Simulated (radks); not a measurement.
The numbers below are computed, except where a source is named.
Question: Ionisation of I+, [Kr] 4d10 5s2 5p4, to I2+, [Kr] 4d10 5s2 5p3, under several functionals. Scalar-relativistic Kohn-Sham, spin-unpolarised, spherical densities, finite nucleus; a radial shooting solver on a logarithmic mesh with Libxc functionals. The NIST Atomic Spectra Database gives 19.131 eV (measured). Rank these functionals by the error of their Delta-SCF ionisation energy: B86b exchange with PBE correlation; revPBE; exchange-only PBE; HCTH/407; LDA (Slater exchange, Perdew-Wang correlation); MS2 meta-GGA; TASK exchange with Perdew-Wang LDA correlation; BP86; RPBE; BLYP.

Answer: From best to worst: exchange-only PBE 18.834 eV (-0.297); BLYP 19.692 eV (+0.561); RPBE 19.795 eV (+0.664); revPBE 19.800 eV (+0.669); B86b exchange with PBE correlation 19.867 eV (+0.736); MS2 meta-GGA 19.965 eV (+0.834); BP86 19.982 eV (+0.851); HCTH/407 20.032 eV (+0.901); LDA (Slater exchange, Perdew-Wang correlation) 20.060 eV (+0.929); TASK exchange with Perdew-Wang LDA correlation 20.368 eV (+1.237). Spin polarisation and multiplet splitting are left out, so open shells lie too high by an amount that depends on their filling. Spin-orbit splitting is averaged out at the scalar-relativistic level.

Beside tabulated values, note that spin-unpolarised runs miss the spin-polarisation part of the exchange energy of open shells.
